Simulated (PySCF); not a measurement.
Chain-length series, n-germane mercapto/mercapto (end groups after the name). All species are isolated molecules in the gas phase. One relaxed conformer stands for each flexible species; it need not be the lowest. Strings in code marks are SMILES.

These are PySCF with r2SCAN-D4/def2-TZVP // B3LYP-D3(BJ)/def2-SVP values and carry that method's errors. Excitations are Tamm–Dancoff values on a coarser integration grid. The basis has no diffuse functions, so Rydberg states are missing or too high.

| n | species | T1 excitation (TDA) (eV) |
|---|---|---|
| 2 | `[SH][GeH2][GeH2][SH]` | 4.21 |
| 3 | `[SH][GeH2][GeH2][GeH2][SH]` | 3.97 |
| 4 | `[SH][GeH2][GeH2][GeH2][GeH2][SH]` | 3.92 |
| 6 | `[SH][GeH2][GeH2][GeH2][GeH2][GeH2][GeH2][SH]` | 3.78 |

Task: Fit the T1 excitation (TDA) to a + b/n by least squares and give the limit of the infinite chain.

Result: a = 3.58 eV and b = 1.25 eV, with a largest residual of 0.03 eV. The limit a is a rough one, since such series level off at large n.
